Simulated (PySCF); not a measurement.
Match the calculated data to a structure.

All candidates are C5H14OSSi2.

| technique | computed result |
| --- | --- |
| NMR, other nuclei | isotropic shieldings of nuclei other than C and H, by class: 300 (1 O), 356 (1 Si), 393 (1 Si), 668 (1 S) ppm [GIAO PBE0/pcSseg-1] |
| Dipole | 1.55 D [PBE0/pcSseg-1] |
| 13C NMR | chemical shifts (computed TMS as zero) by class: 154.1 (1 C), 135.1 (1 C), 28.3 (1 C), 12.9 (1 C), -9.1 (1 C) ppm [GIAO PBE0/pcSseg-1] |
| Rotational structure | rotational constants A, B, C: 1.360, 0.609, 0.512 GHz [GFN2-xTB] |
| 1H NMR | chemical shifts (computed TMS as zero) by class: 6.35 (1 H), 5.84 (1 H), 5.57 (1 H), 4.23 (1 H), 3.98 (1 H), 2.02 (3 H), 1.85 (1 H), 1.71 (1 H), 1.57 (1 H), 0.37 (3 H) ppm [GIAO PBE0/pcSseg-1] |

Gas-phase values; electronic properties from PySCF, density fitting. Levels stand in brackets. One conformer (not necessarily the lowest) at the GFN2-xTB geometry, without solvent, vibrations or thermal averaging. GFN2-xTB frequencies show an imaginary mode (25i cm⁻¹), so this geometry is no minimum at that level. Each NMR value is the plain mean over a class of atoms that symmetry, rotation or inversion makes alike.

Question: Which candidate is it?
A. `C[SiH2]O[C@@H]1[C@@H](C)[Si@H]1SC`
B. `O[Si@H](CC1CCC1)[SiH2]S`
C. `CO[C@@H]1[C@@H]([SiH2]C)[Si@H]1SC`
D. `C[Si]1(C)C[C@@H](S[SiH3])CO1`
E. `C=C(C)[Si@@H](O)SC[SiH2]C`

Answer: E. It is `C=C(C)[Si@@H](O)SC[SiH2]C`. Numbering: `[CH2:1]=[C:2]([CH3:3])[Si@@H:4]([OH:5])[S:6][CH2:7][SiH2:8][CH3:9]`. Its formula, C5H14OSSi2, gives 1 degree of unsaturation: 0 rings and 1 π bond in the structure found. 5 carbons fall into 5 classes; from least to most shielded: fully substituted alkene carbon [C2] (154.1 ppm), terminal =CH2 carbon [C1] (135.1 ppm), allylic carbon [C3] (28.3 ppm), sp3 carbon bound to sulfur [C7] (12.9 ppm), Si-methyl carbon [C9] (-9.1 ppm). Hydrogen classes from least to most shielded: 1 H on a terminal =CH2 carbon, C1 (6.35 ppm), 1 H on a terminal =CH2 carbon, C1 (5.84 ppm), 1 H on an oxygen-bound silicon, Si4 (5.57 ppm), 1 H on an SiH2 silicon, Si8 (4.23 ppm), 1 H on an SiH2 silicon, Si8 (3.98 ppm), 3 H on an allylic carbon, C3 (2.02 ppm), 1 H on an sp3 carbon bound to sulfur, C7 (1.85 ppm), 1 H on a silanol oxygen, O5 (1.71 ppm), 1 H on an sp3 carbon bound to sulfur, C7 (1.57 ppm), 3 H on an Si-methyl carbon, C9 (0.37 ppm, a mean of values up to 1.0 ppm apart in this geometry). The other shieldings belong to: 300 ppm, silanol oxygen [O5]; 356 ppm, oxygen-bound silicon [Si4]; 393 ppm, SiH2 silicon [Si8]; 668 ppm, sulfur bonded to C and Si [S6]. The optimised geometry has point group C1 and is an asymmetric top.

The others, at the same levels:
- `CO[C@@H]1[C@@H]([SiH2]C)[Si@H]1SC` fails: its computed 13C shifts are 77.0 (1 C), 64.0 (1 C), 16.0 (1 C), 9.9 (1 C), -4.6 (1 C) ppm, 1H shifts are 4.32 (1 H), 4.28 (1 H), 4.03 (1 H), 4.01 (1 H), 3.49 (3 H), 2.11 (3 H), 0.32 (3 H), 0.28 (1 H) ppm and rotational constant A is 0.862 GHz (against 1.360 GHz).
- `O[Si@H](CC1CCC1)[SiH2]S` fails: its computed 13C shifts are 32.3 (1 C), 32.0 (1 C), 30.6 (1 C), 28.7 (1 C), 16.4 (1 C) ppm, 1H shifts are 5.64 (1 H), 4.92 (1 H), 4.87 (1 H), 2.45 (1 H), 2.31 (1 H), 2.31 (1 H), 2.22 (1 H), 1.98 (1 H), 1.91 (1 H), 1.71 (1 H), 1.42 (1 H), 0.63 (1 H), 0.63 (1 H), -0.21 (1 H) ppm and rotational constant A is 1.148 GHz (against 1.360 GHz).
- `C[Si]1(C)C[C@@H](S[SiH3])CO1` fails: its computed 13C shifts are 77.3 (1 C), 47.7 (1 C), 24.9 (1 C), 1.0 (1 C), 0.6 (1 C) ppm, 1H shifts are 4.62 (3 H), 4.42 (1 H), 3.70 (1 H), 2.78 (1 H), 1.26 (1 H), 0.77 (1 H), 0.19 (3 H), 0.11 (3 H) ppm and rotational constant A is 2.329 GHz (against 1.360 GHz).
- `C[SiH2]O[C@@H]1[C@@H](C)[Si@H]1SC` fails: its computed 13C shifts are 64.6 (1 C), 23.8 (1 C), 16.1 (1 C), 14.5 (1 C), -4.2 (1 C) ppm, 1H shifts are 5.17 (1 H), 4.80 (1 H), 4.08 (1 H), 3.75 (1 H), 2.01 (3 H), 1.44 (3 H), 1.23 (1 H), 0.28 (3 H) ppm and rotational constant A is 1.550 GHz (against 1.360 GHz).

Each candidate is one conformer, not necessarily the lowest. The conformers computed, where there is a choice (atom-mapped SMILES and torsion angles):
- `[CH3:1][O:2][C@@H:3]1[C@@H:4]([SiH2:5][CH3:6])[Si@H:7]1[S:8][CH3:9]`: C1–O2–C3–C4 160°, C3–C4–Si5–C6 -129°, C4–Si7–S8–C9 -85°
- `[CH3:1][SiH2:2][O:3][C@@H:4]1[C@@H:5]([CH3:6])[Si@H:7]1[S:8][CH3:9]`: C1–Si2–O3–C4 -57°, Si2–O3–C4–C5 159°, C5–Si7–S8–C9 -86°

The conformers of `C=C(C)[Si@@H](O)SC[SiH2]C`, `O[Si@H](CC1CCC1)[SiH2]S` and `C[Si]1(C)C[C@@H](S[SiH3])CO1` aren't listed.
